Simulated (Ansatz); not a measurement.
One change: `O=C=N[SiH2]F` becomes `O=C=[N][AlH][Cl]`.

Ansatz, PBE0-D4/def2-TZVP geometries, multiplicity 1. Each molecule was computed in one conformer, which needn't be the lowest.

```json
{"property": "HOMO–LUMO gap (PBE0/def2-TZVPP) / eV", "`O=C=N[SiH2]F`": "8.63"}
{"property": "LUMO energy (B3LYP/def2-TZVPP) / eV", "`O=C=N[SiH2]F`": "-0.56"}
{"property": "size of the dipole moment (ωB97M-V/def2-TZVPP) / D", "`O=C=N[SiH2]F`": "1.71"}
{"property": "size of the dipole moment (B3LYP/def2-TZVPP) / D", "`O=C=N[SiH2]F`": "1.77"}
{"property": "LUMO energy (PBE0/def2-TZVPP) / eV", "`O=C=N[SiH2]F`": "-0.32"}
{"property": "HOMO–LUMO gap (B3LYP/def2-TZVPP) / eV", "`O=C=N[SiH2]F`": "8.16"}
```

Problem. Give the same properties after the change, and the shifts. (An estimate is asked.)

Solution. The calculation gave: 
```
                                          property  `O=C=[N][AlH][Cl]`  shift
              HOMO–LUMO gap (PBE0/def2-TZVPP) / eV                7.34  -1.29
               LUMO energy (B3LYP/def2-TZVPP) / eV               -1.76  -1.20
size of the dipole moment (ωB97M-V/def2-TZVPP) / D                1.61  -0.10
  size of the dipole moment (B3LYP/def2-TZVPP) / D                1.63  -0.14
                LUMO energy (PBE0/def2-TZVPP) / eV               -1.55  -1.23
             HOMO–LUMO gap (B3LYP/def2-TZVPP) / eV                6.87  -1.29
```

With PBE0 the HOMO rises by 0.06 eV and the LUMO falls by 1.23 eV, so the gap narrows by about 1.29 eV. PBE moves the HOMO by 0.07 eV and ωB97M-V by 0.04 eV. Dipoles are sizes alone; their direction can turn.

B3LYP here is the variant with VWN-RPA as its local correlation; programs differ in this.
